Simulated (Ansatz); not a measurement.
The first iterations of a band of BrClZn + H2 (5 atoms, charge 0, multiplicity 1).

These are results of RKS PBE0-D4/def2-SVP (Ansatz 0.2.0), not measurements.

- movable images: 1
- climbing image: yes
- spring: 5.0 eV/Å²
- optimiser: quadratic models (default)
- start path: through a guess of the saddle point
- force threshold: 0.05 eV/Å
- iteration limit: 60
- end points: relaxed

Initial state:

```xyz
5
Properties=species:S:1:pos:R:3
Zn -0.580 -0.697 -0.295
Br 0.830 -1.492 -1.834
Cl -2.050 -0.105 1.096
H 1.186 1.066 0.276
H 0.614 1.229 0.756
```

Final state:

```xyz
5
Properties=species:S:1:pos:R:3
Zn -0.772 0.448 0.854
Br 0.830 -0.855 -1.257
Cl -2.250 -1.015 0.389
H 2.076 -0.164 -1.355
H 0.116 1.586 1.369
```

| iteration | highest image above the first end (eV) | largest band force component (eV/Å) |
| --- | --- | --- |
| 1 | 1.850 | 2.494 |
| 2 | 1.775 | 2.185 |
| 3 | 1.783 | 1.783 |
| 4 | 1.740 | 1.818 |

Q: Does the band converge within its limit, and where does its top end?

A: The run converged. It ended after 12 iterations with the highest image 1.443 eV above the first end. Neighbouring images differ by up to 1.4 eV, so the band resolves the path poorly. Another band between the same ends (7 images) ends at a top of the same energy, where a vibrational analysis finds 1 clearly imaginary mode. So few images can step over the top or miss a turn of the path. The orbitals stay closed-shell, which can raise the energy where a bond breaks towards radicals; this wasn't checked here.

Run time: 30 s on 2 threads of Arm Neoverse V2 (shared host), peak memory 0.21 GiB.
